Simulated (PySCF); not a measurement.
silicon monosulfide (SSi), SMILES [Si]=S (connectivity only; charge and spin as stated), neutral, multiplicity 1. Geometry optimised at PBE-D3(BJ)/def2-TZVPD.

PySCF 2.14.0 with TDDFT-ωB97X/def2-TZVPD puts the lowest singlet excitations at 4.04, 4.30, 4.30, 4.39, 4.39, 6.12 eV.

Problem. What are the lowest excitation roots from PySCF with ADC(2)/aug-cc-pVDZ? (The exact figures need the calculation; the answer reports its results.)

Solution. 4.29, 4.38, 4.38, 4.56, 4.56, 5.62 eV. S1 differs by 0.25 eV (second minus first; roots are paired by order, and the bases may differ).
